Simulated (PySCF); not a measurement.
Species: C4H5F3OS.
Atom-mapped SMILES: `[CH3:1][C:2](=[S:3])[O:4][C@H:5]([F:6])[CH:7]([F:8])[F:9]` (hydrogens: H10, H11, H12 on C1; H13 on C5; H14 on C7)

Geometry (GFN2-xTB, Å), atoms numbered from 1 in this order:
```
atom  x, y, z in Å
C1    -2.320    0.567   -0.544
C2    -1.148   -0.185   -0.024
S3    -1.089   -1.803    0.117
O4    -0.126    0.623    0.298
C5     1.030    0.082    0.856
F6     1.593    1.064    1.592
C7     2.010   -0.398   -0.238
F8     3.102   -0.939    0.332
F9     2.418    0.629   -1.004
H10   -3.198   -0.072   -0.553
H11   -2.496    1.451    0.066
H12   -2.113    0.902   -1.561
H13    0.799   -0.767    1.525
H14    1.537   -1.155   -0.884
```

Method: PBE0/pcSseg-1 in PySCF (dipole) on a GFN2-xTB geometry, gas phase.

Take the most abundant isotopes and a rigid rotor. The values belong to one conformer with, in the numbering `[CH3:1][C:2](=[S:3])[O:4][C@H:5]([F:6])[CH:7]([F:8])[F:9]`, C1–C2–O4–C5 177°, C2–O4–C5–F6 -154°, O4–C5–C7–F8 -179°.

**Question.** What are A, B and C (MHz)?

**Answer.** Ia = 235.65, Ib = 591.60, Ic = 660.83 u·Å²; 505379 MHz·u·Å²/I gives A = 2145, B = 854.3, C = 764.8 MHz.

**Question.** What kind of rotor is it?

**Answer.** An asymmetric top; Ray's κ = -0.870.

**Question.** What does the inertial defect say?

**Answer.** Not planar: Δ = Ic − Ia − Ib = -166.43 u·Å². For a rigid frame Δ = −2 Σ m c², so Σ m c² = 83.21 u·Å² lies off the ab plane: 6.19 from hydrogen and 77.03 from heavier atoms. The atom farthest from that plane is 1.71 Å away.

**Question.** Give the other two planar moments, Paa and Pbb, and the rms extents of the mass along the axes.

**Answer.** Paa = Σ m a² = (Ib + Ic − Ia)/2 = 508.39 and Pbb = Σ m b² = (Ia + Ic − Ib)/2 = 152.44 u·Å². With the mass M = 158.00 u, the rms extents √(P/M) along a, b and c are 1.79, 0.98, 0.73 Å.

**Question.** Where do the levels up to J = 3 lie, in K?

**Answer.** Above 0(0,0), as E/k:
J = 1: 1(0,1) 0.078, 1(1,1) 0.140, 1(1,0) 0.144
J = 2: 2(0,2) 0.233, 2(1,2) 0.291, 2(1,1) 0.304, 2(2,1) 0.489, 2(2,0) 0.490
J = 3: 3(0,3) 0.465, 3(1,3) 0.517, 3(1,2) 0.543, 3(2,2) 0.723, 3(2,1) 0.724, 3(3,1) 1.043, 3(3,0) 1.043

**Question.** Which lines would a microwave search look for?

**Answer.** The dipole components are |μa| = 2.47 D, |μb| = 0.59 D, |μc| = 0.63 D. Intensities carry the squares of the components, which stand as 1.00 : 0.06 : 0.06 (a : b : c). Some lines, for components of 0.1 D or more:

```tsv
type	branch	J(Ka,Kc)	MHz	lower level (cm⁻¹)
c	Q	2(1,2) ← 2(0,2)	1205	0.162
c	Q	1(1,1) ← 1(0,1)	1290	0.054
b	Q	1(1,0) ← 1(0,1)	1380	0.054
b	Q	2(1,1) ← 2(0,2)	1474	0.162
a	R	1(0,1) ← 0(0,0)	1619	0.000
b	R	2(0,2) ← 1(1,1)	1943	0.097
b	R	1(1,1) ← 0(0,0)	2909	0.000
c	R	1(1,0) ← 0(0,0)	2999	0.000
a	R	2(1,2) ← 1(1,1)	3149	0.097
a	R	2(0,2) ← 1(0,1)	3234	0.054
a	R	2(1,1) ← 1(1,0)	3328	0.100
c	Q	2(2,1) ← 2(1,1)	3871	0.211
b	Q	2(2,0) ← 2(1,1)	3876	0.211
b	Q	2(2,1) ← 2(1,2)	4140	0.202
b	R	2(1,2) ← 1(0,1)	4439	0.054
c	R	2(1,1) ← 1(0,1)	4707	0.054
b	R	2(2,1) ← 1(1,0)	7199	0.100
c	R	2(2,0) ← 1(1,0)	7203	0.100
c	R	2(2,1) ← 1(1,1)	7288	0.097
b	R	2(2,0) ← 1(1,1)	7293	0.097
```

GFN2-xTB frequencies: not computed here. No vibrational averaging or centrifugal distortion is included, and the geometry carries the error of its method. A rigid rotor knows nothing of internal rotation, which can split or shift real lines.
